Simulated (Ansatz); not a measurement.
Gas-phase electronic energies from Ansatz, PBE0-D4/def2-TZVP geometries. CBS: MP2 limit from def2 TZ/QZ plus the TZ coupled-cluster correction, frozen cores. Each species was taken in one conformer, which may not be the lowest.

`[OH][Al-]1([OH])[O]C(C(F)(F)F)=CC(C(F)(F)F)=[O+]1` + `BOCF` → `[OH][Al-]1([F])[O]C(C(F)(F)F)=CC(C(F)(F)F)=[O+]1` + `BOCO`  (redistribution)

```tsv
level	ΔE (kcal/mol)
CCSD(T)/def2-SVP	-16.5
HF/def2-TZVPP	-14.1
```

Question: What does CCSD(T)/CBS give? (An estimate is asked.)

Answer: Computed: -14.9 kcal/mol. The listed levels differ from it by -1.6, 0.8 kcal/mol.

Largest T1 diagnostic among the species: 0.015.

At CCSD(T), def2-SVP lies −1.6 kcal/mol from the extrapolated value and def2-TZVPP +0.4 kcal/mol. Leaving LDA and LC-ωPBE aside and taking each functional with its dispersion term where it has one, the values, not all of them listed here, spread over 0.9 kcal/mol, from PBE-QIDH to BLYP-D4.
